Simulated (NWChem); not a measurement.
System: C₃H₄Se; SMILES C(C#C)[SeH]

Input file for NWChem:

```
start job
memory heap 200 mb stack 900 mb global 1100 mb
geometry units angstroms noautoz
  C      0.586417     2.787740     0.000179
  C     -0.123351     1.806719     0.000189
  C     -0.955766     0.622887     0.000259
  Se     0.175172    -0.997071     0.000587
  H      1.210102     3.662512     0.000303
  H     -1.596043     0.601540    -0.893739
  H     -1.595866     0.601709     0.894397
  H     -0.972234    -1.920203     0.007160
end
basis spherical
  * library 6-31g*
end
dft
  xc b3pw91
  iterations 150
  mulliken
end
task dft energy
```

Geometry: optimised at PBE0/def2-SVP.

Predict the main results of this run. (B3PW91/6-31G* (spherical d).) Quantities: energy (Ha); highest occupied level (eV); orbital gap (eV); dipole (D).


```yaml
energy (Ha): -2517.86
highest occupied level (eV): -6.37
orbital gap (eV): 6.08
dipole (D): 1.47
```
